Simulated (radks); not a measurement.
Results of a calculation; reference values are marked as such.
Ionisation ladder of lead, from Pb44+ to Pb65+. Each ion is in the ground configuration listed by NIST, and IE = E(next ion) - E(this ion). Code: a radial shooting solver on a logarithmic mesh with Libxc functionals. Model: scalar-relativistic Kohn-Sham, exchange-only LDA, spin-polarised, spherical densities, point nucleus; open shells are filled with parallel spins first (spin-orbit coupling, left out, can overturn this in heavy ions).

| species | configuration | E (hartree) | IE, Delta-SCF (eV) | <r> HOMO (bohr) | IE, NIST (eV) | kind | error (eV) |
|---|---|---|---|---|---|---|---|
| Pb44+ | [Kr] 4d2 | -19577.0511 | 2212.5 | 0.359 | 2230 | theory | -17.5 |
| Pb45+ | [Kr] 4d1 | -19495.7422 | 2275.4 | 0.357 | 2292 | theory | -16.6 |
| Pb46+ | [Kr] | -19412.1210 | 2588.8 | 0.358 | 2543 | theory | +45.8 |
| Pb47+ | [Ar] 3d10 4s2 4p5 | -19316.9854 | 2650.9 | 0.357 | 2605 | theory | +45.9 |
| Pb48+ | [Ar] 3d10 4s2 4p4 | -19219.5682 | 2712.2 | 0.355 | 2671 | theory | +41.2 |
| Pb49+ | [Ar] 3d10 4s2 4p3 | -19119.8984 | 2791.0 | 0.353 | 2735 | theory | +56.0 |
| Pb50+ | [Ar] 3d10 4s2 4p2 | -19017.3308 | 2854.6 | 0.351 | 2965 | theory | -110.4 |
| Pb51+ | [Ar] 3d10 4s2 4p1 | -18912.4276 | 2917.3 | 0.350 | 3036 | theory | -118.7 |
| Pb52+ | [Ar] 3d10 4s2 | -18805.2181 | 3224.2 | 0.338 | 3211 | theory | +13.2 |
| Pb53+ | [Ar] 3d10 4s1 | -18686.7294 | 3296.0 | 0.337 | 3282 | semi-emp. | +13.9 |
| Pb54+ | [Ar] 3d10 | -18565.6019 | 5456.5 | 0.155 | 5414 | theory | +42.5 |
| Pb55+ | [Ar] 3d9 | -18365.0783 | 5601.9 | 0.154 | 5555 | theory | +46.9 |
| Pb56+ | [Ar] 3d8 | -18159.2133 | 5748.2 | 0.153 | 5703 | theory | +45.2 |
| Pb57+ | [Ar] 3d7 | -17947.9714 | 5895.3 | 0.152 | 5862 | theory | +33.3 |
| Pb58+ | [Ar] 3d6 | -17731.3227 | 6043.0 | 0.151 | 6015 | theory | +28.0 |
| Pb59+ | [Ar] 3d5 | -17509.2459 | 6233.8 | 0.149 | 6162 | theory | +71.8 |
| Pb60+ | [Ar] 3d4 | -17280.1570 | 6387.3 | 0.148 | 6442 | theory | -54.7 |
| Pb61+ | [Ar] 3d3 | -17045.4286 | 6541.7 | 0.147 | 6597 | theory | -55.3 |
| Pb62+ | [Ar] 3d2 | -16805.0262 | 6696.9 | 0.146 | 6767 | theory | -70.1 |
| Pb63+ | [Ar] 3d1 | -16558.9213 | 6852.6 | 0.146 | 6924 | theory | -71.4 |
| Pb64+ | [Ar] | -16307.0939 | 7525.4 | 0.163 | 7362 | theory | +163.4 |
| Pb65+ | [Ne] 3s2 3p5 | -16030.5393 | 7662.7 | 0.162 | 7500 | theory | +162.7 |

Reference values: NIST Atomic Spectra Database (exp. = measured, semi-emp. = semi-empirical, theory = theoretical value adopted there). The ionisation energy per charge of the ion left behind rises most, in proportion, at Pb54+ ([Ar] 3d10), from 61.038 to 99.210 eV. Open shells are spherical and high-spin; term and fine-structure splittings are not resolved. Spin-orbit splitting is averaged out at the scalar-relativistic level.
